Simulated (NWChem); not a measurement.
System: CHClF₂OSi; SMILES O=C[Si](F)(F)Cl

Input file for NWChem:

```
start job
memory heap 200 mb stack 900 mb global 1100 mb
geometry units angstroms noautosym nocenter noautoz
  O      1.053640    -2.208687    -0.000522
  C     -0.067274    -1.774675     0.001216
  Si    -0.417305     0.108629     0.000075
  F     -1.303906     0.478061     1.288313
  F     -1.303013     0.476691    -1.289165
  Cl     1.293257     1.187637     0.000008
  H     -0.954572    -2.465609     0.003518
end
basis spherical
  O library def2-svp
  C library def2-svp
  Si library def2-svp
  F library def2-svp
  Cl library def2-svp
  H library def2-svp
end
dft
  xc pbe0
  iterations 150
end
cosmo
  do_cosmo_smd true
  solvent clbenzen
end
task dft energy
```

Parts of the log:

```
             Northwest Computational Chemistry Package (NWChem) 7.3.0
             --------------------------------------------------------

                             Geometry "geometry" -> ""
                             -------------------------

 Output coordinates in angstroms (scale by  1.889725989 to convert to a.u.)

  No.       Tag          Charge          X              Y              Z
 ---- ---------------- ---------- -------------- -------------- --------------
    1 O                    8.0000     1.05364000    -2.20868700    -0.00052200
    2 C                    6.0000    -0.06727400    -1.77467500     0.00121600
    3 Si                  14.0000    -0.41730500     0.10862900     0.00007500
    4 F                    9.0000    -1.30390600     0.47806100     1.28831300
    5 F                    9.0000    -1.30301300     0.47669100    -1.28916500
    6 Cl                  17.0000     1.29325700     1.18763700     0.00000800
    7 H                    1.0000    -0.95457200    -2.46560900     0.00351800

 Effective nuclear repulsion energy (a.u.)     372.4898975414

                                 NWChem DFT Module
                                 -----------------

 Summary of "ao basis" -> "ao basis" (spherical)
 ------------------------------------------------------------------------------
       Tag                 Description            Shells   Functions and Types
 ---------------- ------------------------------  ------  ---------------------
 O                          def2-svp                 6       14   3s2p1d
 C                          def2-svp                 6       14   3s2p1d
 Si                         def2-svp                 8       18   4s3p1d
 F                          def2-svp                 6       14   3s2p1d
 Cl                         def2-svp                 8       18   4s3p1d
 H                          def2-svp                 3        5   2s1p

 in cosmo_initialize ...
 calling solv_data for solv:clbenzen

 solvent parameters
 solvname_short: clbenzen
 solvname_long:  chlorobenzene
 dielec:        5.6968
 dielecinf:     2.3229
 nonaqueous SMD model solvent descriptors
 dielec:        5.6968
 sola:          0.0000
 solb:          0.0700
 solc:          0.8570
 solg:         47.4800
 solh:          0.1430
 soln:          1.5241

          ---------------
          -cosmo- solvent
          ---------------
 Cosmo: York-Karplus, doi: 10.1021/jp992097l
 dielectric constant -eps-     =   5.70
 screen = (eps-1)/(eps    )    =   0.82446
 surface charge correction     = lagrangian

   van der Waals surface
 --------------------------

 ---------- ATOMIC COORDINATES (A.U.) ------------ VDWR(ANG.) --
     1    1.99109089   -4.17381322   -0.00098644     2.294
     2   -0.12712943   -3.35364947    0.00229791     1.850
     3   -0.78859210    0.20527904    0.00014173     2.470
     4   -2.46402505    0.90340430    2.43455856     1.730
     5   -2.46233753    0.90081537   -2.43616860     1.730
     6    2.44390136    2.24430850    0.00001512     2.380
     7   -1.80387952   -4.65932540    0.00664806     1.200
 number of segments per atom =        128
 number of   points per atom =        128
 atom (   nspa,  nppa )
 ----------------------
    1 (     88,     0 )       0
    2 (     18,     0 )       0
    3 (     46,     0 )       0
    4 (     68,     0 )       0
    5 (     68,     0 )       0
    6 (     88,     0 )       0
    7 (     52,     0 )       0
 number of -cosmo- surface points =      428
 molecular surface =    155.551 angstrom**2
 molecular volume  =    145.696 angstrom**3
 -lineq- algorithm             =   0
 -bem- low  level              =   3
 -bem- from -octahedral-
 gaussian surface charge width =   4.50000
 degree of switching           =   1.00000
 switching function tolerance  =   0.00010
 atomic radii =
 --------------
    1  8.000  2.294
    2  6.000  1.850
    3 14.000  2.470
    4  9.000  1.730
    5  9.000  1.730
    6 17.000  2.380
    7  1.000  1.200
 ...... end of -cosmo- initialization ......

 nat:                     7
 ixmem:                  2814
 calling mnsol_interface()
 G(SMD-CDS) energy (kcal/mol)  =    -0.516
 SMD-CDS SASA (angstrom**2)    =   145.940

[...]

                                COSMO-SMD solvation results
                                ---------------------------

             internal energy in gas <Psi(g)|H|Psi(g)> =     -1062.392034919478
         internal energy in solvent <Psi(s)|H|Psi(s)> =     -1062.391410465777
                               delta internal energy  =         0.000624453702 (    0.39 kcal/mol)
   total free energy in solvent <Psi(s)|H+V/2|Psi(s)> =     -1062.397504057346
 polarization energy contribution <Psi(s)|V/2|Psi(s)> =        -0.006093591570 (   -3.82 kcal/mol)
    total free energy in solvent including G(SMD-CDS) =     -1062.398326887225
                       G(SMD-CDS) energy contribution =        -0.000822829878 (   -0.52 kcal/mol)
     1 M fixed-concentration free energy of solvation =        -0.006291967747 (   -3.95 kcal/mol)

                       DFT Final Molecular Orbital Analysis
                       ------------------------------------

 Vector   30  Occ=2.000000D+00  E=-3.695202D-01
              MO Center=  1.1D+00,  1.1D+00, -1.1D-03, r^2= 1.6D+00
   Bfn.  Coefficient  Atom+Function         Bfn.  Coefficient  Atom+Function
  ----- ------------  ---------------      ----- ------------  ---------------
    87      0.613104  6 Cl pz                84      0.462195  6 Cl pz
    81      0.267895  6 Cl pz                64     -0.118572  5 F  px
    50      0.116532  4 F  px                67      0.085373  5 F  px
    53     -0.084071  4 F  px                41      0.078633  3 Si pz
    45     -0.055041  3 Si d  1               6     -0.044479  1 O  pz

 Vector   31  Occ=2.000000D+00  E=-3.695062D-01
              MO Center=  1.2D+00,  1.0D+00,  1.1D-03, r^2= 1.6D+00
   Bfn.  Coefficient  Atom+Function         Bfn.  Coefficient  Atom+Function
  ----- ------------  ---------------      ----- ------------  ---------------
    86      0.516983  6 Cl py                83      0.389868  6 Cl py
    85     -0.334194  6 Cl px                82     -0.253744  6 Cl px
    80      0.225926  6 Cl py                79     -0.146968  6 Cl px
     5      0.077578  1 O  py                40      0.072041  3 Si py
    19      0.071520  2 C  py                17      0.063925  2 C  s

 Vector   32  Occ=2.000000D+00  E=-2.775751D-01
              MO Center=  4.0D-01, -1.8D+00,  3.9D-04, r^2= 2.2D+00
   Bfn.  Coefficient  Atom+Function         Bfn.  Coefficient  Atom+Function
  ----- ------------  ---------------      ----- ------------  ---------------
     5      0.496940  1 O  py                 8      0.389738  1 O  py
    31     -0.292361  3 Si s                 93      0.266016  7 H  s
    19     -0.203451  2 C  py                37      0.200597  3 Si py
    94      0.184998  7 H  s                  4      0.174542  1 O  px
    17     -0.142582  2 C  s                 30     -0.135699  3 Si s

 Vector   33  Occ=0.000000D+00  E=-7.262709D-02
              MO Center=  1.9D-01, -1.6D+00,  7.1D-04, r^2= 2.1D+00
   Bfn.  Coefficient  Atom+Function         Bfn.  Coefficient  Atom+Function
  ----- ------------  ---------------      ----- ------------  ---------------
    23     -0.449570  2 C  pz                20     -0.433825  2 C  pz
     9      0.420574  1 O  pz                 6      0.415124  1 O  pz
    41     -0.252606  3 Si pz                38     -0.137513  3 Si pz
    87      0.102986  6 Cl pz                43      0.098141  3 Si d -1
    49      0.090890  4 F  s                 63     -0.091116  5 F  s

 Vector   34  Occ=0.000000D+00  E= 3.503560D-02
              MO Center=  4.4D-02,  4.1D-02, -4.1D-04, r^2= 4.1D+00
   Bfn.  Coefficient  Atom+Function         Bfn.  Coefficient  Atom+Function
  ----- ------------  ---------------      ----- ------------  ---------------
    32      1.145927  3 Si s                 17     -0.656536  2 C  s
    94      0.546085  7 H  s                 31      0.510056  3 Si s
    85      0.478120  6 Cl px                78     -0.422347  6 Cl s
    21      0.354991  2 C  px                86      0.325760  6 Cl py
    30      0.310938  3 Si s                 39      0.294271  3 Si px

 Vector   35  Occ=0.000000D+00  E= 5.688228D-02
              MO Center= -6.5D-01, -1.5D-02,  3.9D-04, r^2= 3.4D+00
   Bfn.  Coefficient  Atom+Function         Bfn.  Coefficient  Atom+Function
  ----- ------------  ---------------      ----- ------------  ---------------
    39      0.754371  3 Si px                 3     -0.449046  1 O  s
    32     -0.438534  3 Si s                 21      0.406044  2 C  px
    40     -0.344813  3 Si py                49      0.322791  4 F  s
    63      0.321067  5 F  s                 36      0.294382  3 Si px
    86      0.233838  6 Cl py                52      0.178015  4 F  pz

     Multipole analysis of the density
     ---------------------------------

     L   x y z        total         alpha         beta         nuclear
     -   - - -        -----         -----         ----         -------
     0   0 0 0     -0.000000    -32.000000    -32.000000     64.000000

     1   1 0 0     -0.492451     -0.011646     -0.011646     -0.469158
     1   0 1 0     -0.280905      0.312848      0.312848     -0.906600
     1   0 0 1      0.001818      0.000762      0.000762      0.000295

     2   2 0 0    -36.001778   -145.260203   -145.260203    254.518627
     2   1 1 0      4.374618      4.457939      4.457939     -4.541260
     2   1 0 1      0.000523      0.016106      0.016106     -0.031690
     2   0 2 0    -34.298796   -181.860853   -181.860853    329.422909
     2   0 1 1     -0.006994     -0.003688     -0.003688      0.000381
     2   0 0 2    -34.801059    -70.779539    -70.779539    106.758019
```

Level: PBE0/def2-SVP, SMD on the gas-phase geometry. All runs use the structure optimised with PBE0/def2-SVP. Solvent: chlorobenzene.
